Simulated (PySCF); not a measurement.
Compound: C₂H₁₁AlN₂.
Numbering: `[CH3:1][N:2]([CH3:3])[AlH2-:4][NH3+:5]` (hydrogens: H6, H7, H8 on C1; H9, H10, H11 on C3; H12, H13 on Al4; H14, H15, H16 on N5)

The calculation used PBE0-D3(BJ)/def2-SVP geometry optimisation, gas phase in PySCF 2.14.0.

(1) List the bond lengths, angles and torsions at this level.

## Answers

(1) 
| bond | length (Å) |
| --- | --- |
| C1–N2, N2–C3 | 1.433 |
| N2–Al4 | 1.832 |
| Al4–N5 | 2.059 |
| C1–H6 and 3 like bonds | 1.108 |
| C3–H9, C3–H10 | 1.113 |
| Al4–H12, Al4–H13 | 1.611 |
| N5–H14, N5–H15, N5–H16 | 1.021 |

Bonds in one row agree within 0.01 Å and their mean is given. A selection of angles:
| angle | degrees |
| --- | --- |
| N2–C1–H6 | 112.8 |
| N2–C1–H8 | 111.2 |
| H6–C1–H7 | 106.5 |
| C1–N2–C3 | 112.1 |
| C1–N2–Al4 | 117.7 |
| C3–N2–Al4 | 130.2 |
| H9–C3–H10 | 105.9 |
| N2–Al4–N5 | 100.9 |
| N2–Al4–H12 | 118.2 |
| N5–Al4–H12 | 99.3 |
| H12–Al4–H13 | 115.0 |
| Al4–N5–H14 | 109.4 |
| Al4–N5–H15 | 112.4 |
| H14–N5–H15 | 107.4 |

Torsions: C1–N2–Al4–N5 180° (antiperiplanar).

N5 (nitrogen bonded to Al and 3 H) is tetrahedral (angles from 107.4° to 112.4°). N2 (nitrogen bonded to Al and 2 C) is planar (angles 130.2°, 117.7° and 112.1°, sum 360.0°, 0.00 Å off the plane of its three neighbours). The 5 heavy atoms lie in one plane (0.001 Å rms). Al4 (aluminium bonded to 2 N and 2 H) is distorted tetrahedral (angles from 99.3° to 118.2°). The 2 Al–N bonds span 1.832 Å (N2–Al4, drawn single) to 2.059 Å (Al4–N5, drawn single), a spread of 0.227 Å. Of the pairs four or more bonds apart, N5···H11 is among the closest relative to their van der Waals radii: 2.63 Å, 96 % of the sum of Bondi's values.

Point group: Cs (tolerance 0.08 Å). Stationary, but not proved a minimum. One conformer, not necessarily the lowest.
